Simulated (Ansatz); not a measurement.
Frontier orbitals of CH₃NSn, SMILES `N#[C][SnH3]`.

```tsv
atom	x (Å)	y (Å)	z (Å)
N1	-2.5290	-0.2605	-0.5587
C2	-1.4090	-0.1465	-0.3134
Sn3	0.6427	0.0663	0.1420
H4	1.3965	0.5456	-1.2990
H5	0.7337	1.2504	1.3519
H6	1.1651	-1.4552	0.6773
```

Charge 0, multiplicity 1. Correlated methods include outer-core shells of Sn, which these sets cover unevenly. Sn takes the def2 core potential. The structure was optimised at the PBE0-D4/def2-TZVP level. Basis def2-TZVPP, Ansatz 0.2.0.

A caution on the coupled-cluster cation, which keeps the state that its UHF reference found: large T1 diagnostic of the cation.

Task: Compute the vertical ionisation energy as the energy of the cation minus that of the neutral molecule, at each level. (Estimate.)

Result: The calculation gave: 
| level | IE (eV) | difference from CCSD(T)/def2-TZVPP |
| --- | --- | --- |
| PBE-D4/def2-TZVPP | 11.33 | -0.88 |
| r2SCAN-D4/def2-TZVPP | 11.49 | -0.72 |
| PBE0-D4/def2-TZVPP | 11.69 | -0.52 |
| B3LYP-D4/def2-TZVPP | 11.68 | -0.53 |
| ωB97X-V/def2-TZVPP | 12.08 | -0.13 |
| ωB97M-V/def2-TZVPP | 12.00 | -0.21 |
| B2PLYP/def2-TZVPP | 12.03 | -0.18 |
| HF/def2-TZVPP | 10.78 | -1.43 |
| MP2/def2-TZVPP | 12.80 | 0.59 |
| CCSD/def2-TZVPP | 12.14 | -0.07 |
| CCSD(T)/def2-TZVPP | 12.21 | 0.00 |
| HF/def2-QZVPP | 10.77 | -1.44 |
| MP2/def2-QZVPP | 12.87 | 0.66 |

B3LYP here is the variant with VWN-RPA as its local correlation; programs differ in this.
